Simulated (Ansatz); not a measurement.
Geometry optimisation, RHF/def2-SVP (Ansatz 0.2.0).

Input file:

```yaml
crystal:
  periodic: [false, false, false]
  atoms:
    - { symbol: Ta, position_ang: [-0.545474, -0.321977, -0.127257] }
    - { symbol: "N", position_ang: [2.782624, -0.10185, -0.232844] }
    - { symbol: H, position_ang: [3.312671, -0.127148, 0.621864] }
    - { symbol: H, position_ang: [3.377234, 0.199566, -0.985583] }
    - { symbol: F, position_ang: [0.081566, -0.16453, 1.620407] }
    - { symbol: F, position_ang: [-0.046019, 0.167374, -1.852512] }
    - { symbol: F, position_ang: [-1.1687, 1.445319, 0.070925] }
    - { symbol: Cl, position_ang: [-2.646022, -1.265522, -0.148171] }
    - { symbol: O, position_ang: [0.432884, -2.011095, -0.311133] }
    - { symbol: Al, position_ang: [0.751909, -3.695286, -0.288505] }
    - { symbol: H, position_ang: [1.07355, -4.412186, -1.648346] }
    - { symbol: H, position_ang: [0.723811, -4.430926, 1.099701] }
    - { symbol: H, position_ang: [2.434267, -1.047941, -0.433646] }
basis:
  gaussian: { orbitals: def2-SVP }
hamiltonian:
  xc: hf
relax:
  f_tol: 0.03
  max_steps: 50
output:
  orbitals: {}
```

Command:

```bash
$ ansatz run input.yaml --threads 4 --pin off --max-ram 5120MiB --backend cpu --events-out ev --progress --plain --runs-dir out
```

**Question.** Where does it end, and by what steps?

**Answer.** It converged. The force dipped under the threshold on the way, but the program's further checks kept it going. After 30 steps the energy has fallen by 1.351 eV; H12 moved furthest, 1.68 Å. Joined: Ta1–N2 (3.34 → 2.34 Å).

| step | energy less start (eV) | largest force component (eV/Å) | accepted |
| --- | --- | --- | --- |
| 0 | 0.0000 | 1.486 | yes |
| 2 | -0.4723 | 1.641 | yes |
| 4 | -0.9786 | 0.586 | yes |
| 6 | -1.2251 | 0.499 | yes |
| 8 | -1.2845 | 0.194 | yes |
| 10 | -1.2913 | 0.235 | no |
| 12 | -1.3007 | 0.070 | yes |
| 14 | -1.3043 | 0.057 | yes |
| 16 | -1.3119 | 0.082 | yes |
| 18 | -1.3203 | 0.164 | yes |
| 20 | -1.3397 | 0.102 | yes |
| 22 | -1.3436 | 0.043 | yes |
| 24 | -1.3477 | 0.100 | yes |
| 26 | -1.3502 | 0.160 | yes |
| 28 | -1.3510 | 0.018 | yes |
| 30 | -1.3511 | 0.015 | yes |

```xyz
13
Properties=species:S:1:pos:R:3
Ta -0.089 -0.438 -0.042
N 2.189 -0.050 -0.426
H 2.731 -0.207 0.410
H 2.301 0.919 -0.685
F 0.526 -0.360 1.752
F -0.095 -0.338 -1.936
F -0.007 1.470 -0.043
Cl -2.383 -0.627 0.342
O 0.364 -2.266 -0.128
Al 0.705 -3.943 -0.206
H 2.199 -4.334 -0.516
H -0.451 -4.975 0.030
H 2.574 -0.617 -1.165
```

Time of the run: 94 s on 4 threads of Arm Neoverse V1, with other jobs on the host, peak memory 0.52 GiB.
